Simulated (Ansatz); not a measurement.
Li10⁺. Total charge 1; doublet. Geometry PBE0/def2-TZVP, basis def2-TZVP, Ansatz.

```xyz
10

Li   -2.064    0.177   -3.641
Li   -1.523    1.171    1.973
Li    1.510    0.372    2.802
Li    0.271   -0.016    0.480
Li    2.139    1.733   -0.074
Li   -0.902    1.852   -1.102
Li    0.668   -0.580   -2.110
Li    2.326   -1.647    0.374
Li   -0.465   -2.074    1.939
Li   -1.959   -0.989   -0.640
```

| run | HOMO (eV) | LUMO (eV) |
| --- | --- | --- |
| A | -6.39 | -4.97 |
| B | -5.91 | -5.49 |
| C | -5.96 | -5.18 |
| D | -5.77 | -5.46 |

Another isomer (doublet) lies 0.18 eV lower at PBE0/def2-TZVP; other spin states weren't run for this one.

HOMO and LUMO are taken over both spins.

Question: The runs used B97M-V, PBE, PBE0, r2SCAN. Estimate which is which.

Answer: A PBE0 (25 % exact exchange); B PBE (0 % exact exchange); C r2SCAN (0 % exact exchange); D B97M-V (0 % exact exchange). Exact exchange lowers occupied and raises empty levels; among semilocal functionals meta-GGAs tend to open the gap a little, and such runs are hard to tell apart. The gap grows from 0.31 eV (B97M-V) to 1.42 eV (PBE0).
